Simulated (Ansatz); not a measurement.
Gas-phase electronic energies from Ansatz, PBE0-D4/def2-TZVP geometries. CBS: MP2 limit from def2 TZ/QZ plus the TZ coupled-cluster correction, frozen cores. DFT in def2-TZVPP. For Ge outer-core shells are correlated without core-valence functions, which leaves a few kJ/mol of doubt a bond. Scalar relativity is left out up to krypton. One conformer a species, not always the lowest.

Consider the redistribution: `B[SiH2][SiH2]O` + `C[SiH2][GeH3]` → `B[SiH2][GeH3]` + `C[SiH2][SiH2]O`.

| level | ΔE (kcal/mol) |
| --- | --- |
| B2PLYP | 0.2 |
| CCSD/CBS(def2) | 0.2 |

**Question.** What does CCSD(T)/CBS give? (Estimate.)

**Answer.** Computed: +0.3 kcal/mol. The listed levels differ from it by -0.1, -0.1 kcal/mol.

Largest T1 diagnostic among the species: 0.014.

Leaving LDA and LC-ωPBE aside and taking each functional with its dispersion term where it has one, the values, not all of them listed here, spread over 0.4 kcal/mol, from BHLYP-D4 to B97M-V.
